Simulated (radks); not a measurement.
Excited configurations of Fe3+: one electron is placed in a higher orbital outside [Ar] 3d4. The ground configuration is [Ar] 3d5. Calculated with a radial shooting solver on a logarithmic mesh with Libxc functionals: Dirac Kohn-Sham, BLYP, spin-unpolarised, spherical densities, point nucleus; open shells are shared between the two j in proportion to 2j + 1. Excitation = E - E(ground); binding = E(ion) - E, where the ion is the core of charge +4; n* = 4/sqrt(2 binding) in atomic units, and the quantum defect is n - n*. Eigenvalue and <r> are those of j = l + 1/2.

| outer orbital | excitation (eV) | binding (eV) | n* | quantum defect | eigenvalue (eV) | <r> (bohr) |
|---|---|---|---|---|---|---|
| 4s | 13.925 | 39.134 | 2.359 | 1.641 | -34.133 | 2.186 |
| 4d | 32.073 | 20.986 | 3.221 | 0.779 | -17.743 | 3.220 |
| 4f | 39.117 | 13.942 | 3.951 | 0.049 | -11.591 | 4.261 |
| 5p | 36.475 | 16.584 | 3.623 | 1.377 | -14.586 | 4.828 |
| 5d | 40.520 | 12.539 | 4.167 | 0.833 | -10.895 | 5.941 |
| 6p | 42.696 | 10.363 | 4.583 | 1.417 | -9.187 | 7.828 |
| 7s | 45.174 | 7.885 | 5.254 | 1.746 | -7.013 | 10.61 |
| 7d | 47.070 | 5.989 | 6.029 | 0.971 | -5.320 | 13.31 |
| 7f | 48.092 | 4.967 | 6.620 | 0.380 | -4.383 | 15.43 |

Estimate the row for 6d.

Answer. excitation (eV) 44.703; binding (eV) 8.356; n* 5.104; quantum defect 0.896; eigenvalue (eV) -7.360; <r> (bohr) 9.301. The Delta-SCF ionisation energy is 53.059 eV (NIST Atomic Spectra Database: 54.91 eV, measured). Self-interaction in the functional shifts the binding energies and quantum defects, so they are the method's values and not measured ones. Spin polarisation and multiplet splitting are left out, so open shells lie too high by an amount that depends on their filling.

Beside tabulated values, note that spin-unpolarised runs miss the spin-polarisation part of the exchange energy of open shells.
